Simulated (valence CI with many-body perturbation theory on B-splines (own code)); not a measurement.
# E1 transitions of Zr⁺

Computed by valence CI with perturbative core correlation (CI+MBPT): three valence electrons over a frozen Dirac-Fock core [Kr], radial functions for each j: 9 s, 9 p, 10 d, 8 f, 5 g, 3 h, 1 i, with the one-electron correlation potential Σ1 (screened to all orders), the two-electron term Σ2, the three-electron term Σ3, Breit, model QED; selected single and double excitations, second order for the rest (own B-spline code, finite nucleus).

Against 26 measured levels this calculation errs by 278 cm⁻¹ on average and by 664 at most. These come from a selection out of the NIST Handbook of Basic Atomic Spectroscopic Data. Levels without a partner in it may be off by more, other configurations by 1,000 to 4,000 cm⁻¹.

Lines 101 to 150 of 230 in falling wavelength, among levels below 37745 cm⁻¹, chosen from the strongest by gf and those to the six lowest levels. Wavelengths and rates use the calculated energies, so an error of 300 cm⁻¹ moves a line at 3457 Å by 1 % and its rate by three times that or more. Electric multipoles are in the length gauge, E1 and E2 with the static RPA response of the core. Weak lines are less certain than strong ones. Lines between different terms over intervals too small for the method are left out, as are lines whose strength nearly cancels. Where a level lies close to another of its J and parity, the split of strength between their lines is uncertain. The highest levels of a list are the least certain.

Names give the largest LS component (configuration and term), which can be under half, so a name can repeat, a term be missing and a line seem to break the LS rules; names also repeat where a configuration has a term twice. Letters in brackets count levels of one name in rising energy.

| λ vac (Å) | λ from measured levels | Upper | Lower | A (s⁻¹) | S (a.u.) with core polarisation | S without |
| --- | --- | --- | --- | --- | --- | --- |
| 3468 |  | 4d²5p ²F°_5/2 [c] | 4d²5s ⁴P_5/2 | 7.06e+06 | 8.72e-01 | 9.92e-01 |
| 3465 |  | 4d²5p ²F°_5/2 [b] | 4d²5s ⁴P_3/2 | 1.34e+07 | 1.66e+00 | 1.87e+00 |
| 3457 | 3501 | 4d²5p ⁴F°_9/2 | 4d³ ⁴F_7/2 | 5.25e+06 | 1.07e+00 | 1.20e+00 |
| 3450 |  | 4d5s5p ⁴F°_5/2 | 4d²5s ⁴P_5/2 | 9.18e+06 | 1.12e+00 | 1.27e+00 |
| 3449 |  | 4d²5p ²F°_7/2 [b] | 4d²5s ⁴P_5/2 | 1.80e+07 | 2.92e+00 | 3.30e+00 |
| 3447 |  | 4d²5p ²F°_5/2 [a] | 4d²5s ⁴F_5/2 | 3.20e+06 | 3.89e-01 | 4.43e-01 |
| 3442 | 3420 | 4d²5p ²F°_7/2 [a] | 4d²5s ⁴F_9/2 | 1.22e+06 | 1.97e-01 | 2.21e-01 |
| 3441 |  | 4d²5p ²D°_5/2 [a] | 4d³ ⁴F_3/2 | 7.15e+05 | 8.63e-02 | 9.57e-02 |
| 3429 |  | 4d²5p ²F°_5/2 [c] | 4d²5s ⁴P_3/2 | 1.51e+07 | 1.81e+00 | 2.05e+00 |
| 3424 | 3393 | 4d²5p ⁴G°_11/2 | 4d²5s ⁴F_9/2 | 1.71e+08 | 4.08e+01 | 4.60e+01 |
| 3423 | 3394 | 4d²5p ²D°_3/2 [a] | 4d²5s ⁴F_5/2 | 2.58e+07 | 2.04e+00 | 2.29e+00 |
| 3422 |  | 4d²5p ²S°_1/2 | 4d³ ²P_1/2 | 1.01e+08 | 3.98e+00 | 4.52e+00 |
| 3420 |  | 4d²5p ⁴S°_3/2 | 4d²5s ⁴P_5/2 | 1.05e+08 | 8.30e+00 | 9.44e+00 |
| 3412 |  | 4d5s5p ⁴F°_5/2 | 4d²5s ⁴P_3/2 | 1.68e+07 | 1.98e+00 | 2.25e+00 |
| 3410 |  | 4d²5p ²F°_5/2 [a] | 4d²5s ⁴F_3/2 | 3.02e+07 | 3.55e+00 | 4.00e+00 |
| 3391 |  | 4d²5p ²F°_5/2 [b] | 4d³ ²G_7/2 | 6.33e+07 | 7.31e+00 | 8.16e+00 |
| 3389 | 3357 | 4d²5p ⁴F°_5/2 | 4d²5s ⁴F_7/2 | 3.28e+07 | 3.78e+00 | 4.25e+00 |
| 3386 | 3358 | 4d²5p ²D°_3/2 [a] | 4d²5s ⁴F_3/2 | 3.48e+07 | 2.67e+00 | 3.00e+00 |
| 3385 | 3336 | 4d²5p ²G°_7/2 | 4d²5s ²D_5/2 | 1.72e+07 | 2.64e+00 | 2.92e+00 |
| 3383 |  | 4d²5p ⁴S°_3/2 | 4d²5s ⁴P_3/2 | 4.52e+07 | 3.45e+00 | 3.93e+00 |
| 3380 |  | 4d²5p ⁴D°_7/2 | 4d³ ⁴F_9/2 | 6.04e+07 | 9.21e+00 | 1.03e+01 |
| 3376 |  | 4d²5p ²F°_7/2 [b] | 4d³ ²G_9/2 | 6.19e+07 | 9.41e+00 | 1.05e+01 |
| 3376 | 3356 | 4d²5p ²F°_7/2 [a] | 4d²5s ⁴F_7/2 | 1.52e+05 | 2.31e-02 | 2.46e-02 |
| 3375 | 3342 | 4d²5p ⁴F°_7/2 | 4d²5s ⁴F_9/2 | 2.14e+07 | 3.24e+00 | 3.66e+00 |
| 3358 |  | 4d²5p ⁴S°_3/2 | 4d²5s ⁴P_1/2 | 2.73e+07 | 2.04e+00 | 2.32e+00 |
| 3358 |  | 4d²5p ⁴D°_5/2 | 4d³ ⁴F_7/2 | 5.38e+07 | 6.03e+00 | 6.76e+00 |
| 3357 |  | 4d²5p ²F°_5/2 [c] | 4d³ ²G_7/2 | 5.31e+07 | 5.95e+00 | 6.64e+00 |
| 3354 |  | 4d²5p ⁴D°_3/2 [a] | 4d³ ⁴F_5/2 | 5.36e+07 | 3.99e+00 | 4.47e+00 |
| 3350 |  | 4d²5p ⁴D°_1/2 [a] | 4d³ ⁴F_3/2 | 6.43e+07 | 2.39e+00 | 2.68e+00 |
| 3342 |  | 4d²5p ⁴F°_3/2 | 4d²5s ⁴F_5/2 | 5.86e+06 | 4.31e-01 | 4.87e-01 |
| 3339 |  | 4d²5p ²F°_7/2 [b] | 4d³ ²G_7/2 | 7.06e+06 | 1.04e+00 | 1.17e+00 |
| 3338 | 3307 | 4d²5p ⁴F°_5/2 | 4d²5s ⁴F_5/2 | 5.86e+07 | 6.46e+00 | 7.26e+00 |
| 3337 |  | 4d²5p ²P°_3/2 | 4d³ ²P_3/2 | 2.14e+07 | 1.57e+00 | 1.75e+00 |
| 3328 |  | 4d²5p ⁴D°_7/2 | 4d³ ⁴F_7/2 | 4.08e+06 | 5.94e-01 | 6.71e-01 |
| 3326 | 3306 | 4d²5p ²F°_7/2 [a] | 4d²5s ⁴F_5/2 | 1.50e+07 | 2.18e+00 | 2.45e+00 |
| 3319 |  | 4d²5p ⁴D°_3/2 [a] | 4d³ ⁴F_3/2 | 9.46e+06 | 6.83e-01 | 7.68e-01 |
| 3313 |  | 4d²5p ⁴D°_5/2 | 4d³ ⁴F_5/2 | 7.45e+06 | 8.02e-01 | 9.05e-01 |
| 3313 | 3280 | 4d²5p ⁴F°_7/2 | 4d²5s ⁴F_7/2 | 9.29e+07 | 1.33e+01 | 1.50e+01 |
| 3309 |  | 4d²5p ²P°_3/2 | 4d²5s ²F_5/2 | 3.47e+07 | 2.48e+00 | 2.80e+00 |
| 3309 |  | 4d²5p ²D°_5/2 [a] | 4d²5s ⁴F_7/2 | 5.82e+04 | 6.24e-03 | 6.42e-03 |
| 3307 | 3274 | 4d²5p ⁴F°_9/2 | 4d²5s ⁴F_9/2 | 1.23e+08 | 2.19e+01 | 2.47e+01 |
| 3307 |  | 4d²5p ⁴F°_3/2 | 4d²5s ⁴F_3/2 | 6.25e+07 | 4.46e+00 | 4.99e+00 |
| 3304 |  | 4d²5p ²P°_1/2 | 4d³ ²P_3/2 | 8.51e+07 | 3.03e+00 | 3.41e+00 |
| 3304 | 3273 | 4d²5p ⁴F°_5/2 | 4d²5s ⁴F_3/2 | 2.62e+07 | 2.79e+00 | 3.14e+00 |
| 3285 |  | 4d²5p ²S°_1/2 | 4d²5s ²D_3/2 | 4.17e+07 | 1.46e+00 | 1.66e+00 |
| 3284 |  | 4d²5p ⁴D°_7/2 | 4d³ ⁴F_5/2 | 1.84e+05 | 2.57e-02 | 2.93e-02 |
| 3279 |  | 4d²5p ⁴D°_5/2 | 4d³ ⁴F_3/2 | 3.51e+05 | 3.67e-02 | 4.15e-02 |
| 3264 | 3233 | 4d²5p ⁴F°_7/2 | 4d²5s ⁴F_5/2 | 2.76e+07 | 3.79e+00 | 4.26e+00 |
| 3260 |  | 4d²5p ²D°_5/2 [a] | 4d²5s ⁴F_5/2 | 2.48e+07 | 2.54e+00 | 2.85e+00 |
| 3248 |  | 4d²5p ²D°_3/2 [b] | 4d³ ⁴F_5/2 | 1.87e+05 | 1.26e-02 | 1.39e-02 |
